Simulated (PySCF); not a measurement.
C5H12Si, SMILES C[C@]1(C[C@H]1C)[SiH3]. Geometry optimised at PBE0-D3(BJ)/def2-SVP. The structure was generated by enumeration; whether it is a known compound was not checked.

The numbers are results of PBE0-D3(BJ)/def2-SVP run with PySCF 2.14.0, not measurements.

Harmonic wavenumbers (cm⁻¹): 121, 159, 170, 181, 208, 278, 313, 375, 447, 593, 650, 654, 798, 851, 889, 923, 936, 949, 951, 972, 1016, 1050, 1087, 1128, 1139, 1191, 1237, 1308, 1380, 1397, 1419, 1456, 1460, 1469, 1473, 1501, 2215, 2216, 2222, 3044, 3056, 3130, 3131, 3136, 3139, 3142, 3164, 3224. Rotational constants (GHz): 4.329, 1.909, 1.711; symmetry number 1.

**Question.** Work out the zero-point energy and the ideal-gas rigid-rotor harmonic-oscillator thermochemistry at 298.15 K and 1 atm.

**Answer.** ZPE = ½ Σ hcν = ½ × 66948 cm⁻¹ = 95.71 kcal/mol. H − E(el) = 101.60 kcal/mol. Entropy in cal/(mol K): translation 39.73, rotation 27.52, vibration 20.10, total 87.34. G − E(el) = 75.56 kcal/mol. Cp = 33.21 cal/(mol K). Modes under 150 cm⁻¹ make the vibrational entropy uncertain.
